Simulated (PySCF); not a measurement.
1,3-azasiletidine (C₂H₇NSi), SMILES C1NC[SiH2]1. Geometry optimised at PBE0-D3(BJ)/def2-SVP.

Computed with PBE0-D3(BJ)/def2-SVP run with PySCF.

Harmonic wavenumbers (cm⁻¹): 176, 408, 539, 543, 637, 647, 778, 835, 845, 870, 953, 1007, 1099, 1135, 1153, 1176, 1239, 1398, 1455, 1483, 2225, 2243, 2979, 2986, 3107, 3107, 3550. Rotational constants (GHz): 9.541, 6.383, 4.332; symmetry number 1.

Question: Work out the zero-point energy and the ideal-gas rigid-rotor harmonic-oscillator thermochemistry at 298.15 K and 1 atm.

Answer: ZPE = ½ Σ hcν = ½ × 38572 cm⁻¹ = 230.71 kJ/mol. H − E(el) = 246.01 kJ/mol. Entropy in J/(mol K): translation 162.28, rotation 102.98, vibration 26.93, total 292.20. G − E(el) = 158.89 kJ/mol. Cp = 84.27 J/(mol K).
